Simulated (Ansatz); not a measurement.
Ideal-gas functions of H6InP, SMILES `[PH3+][InH3-]` at 600 K and 1 bar, from an Ansatz frequency run at PBE0-D4/def2-TZVP.

Molar mass 151.84 g/mol, point group C3v (symmetry number 3), electronic degeneracy 1, moments of inertia 13.53, 222.211, 222.212 u Å². Harmonic wavenumbers (cm⁻¹, unscaled): 91, 156, 181, 182, 413, 413, 599, 601, 602, 983, 1122, 1122, 1782, 1782, 1797, 2460, 2479, 2480.

Use S(trans) = R[1.5 ln M + 2.5 ln T − 1.1517]; rotational temperatures θ = 24.2544 K / I; S(rot) = R[ln(√π/σ · √(T³/θAθBθC)) + 1.5]; for each mode x = 1.438777 ν̃/T, S = R[x/(eˣ − 1) − ln(1 − e⁻ˣ)] and H = RT x/(eˣ − 1); 1 cm⁻¹ = 0.0119627 kJ/mol; R = 8.31446 J/(mol·K).

Task: By hand: the entropy, in J/(mol·K).

Result: Translation 186.0. Rotation: θ = 1.7926, 0.1092, 0.1091 K, giving 103.9. Vibration, mode by mode: 20.99, 16.54, 15.32, 15.27, 8.73, 8.73, 5.98, 5.96, 5.95, 2.88, 2.21, 2.21, 0.62, 0.62, 0.60, 0.16, 0.15, 0.15, in all 113.1. Electronic 0.0. Sum 403.0 J/(mol·K).

Task: By hand: H − E and G − E in kJ/mol, counted from the electronic energy.

Result: Zero-point energy ½ × 19245 × 0.0119627 = 115.1; thermal vibration 33.4; translation, rotation and pV give 4 RT = 20.0. H − E = 168.5 kJ/mol, and G − E = 168.5 − 600 × 403.0/1000 = -73.3 kJ/mol.

Vibration gives 28 % of the entropy, 21.0 J/(mol·K) of it from the mode under 150 cm⁻¹: soft modes count most, and the harmonic formula is weakest for them.
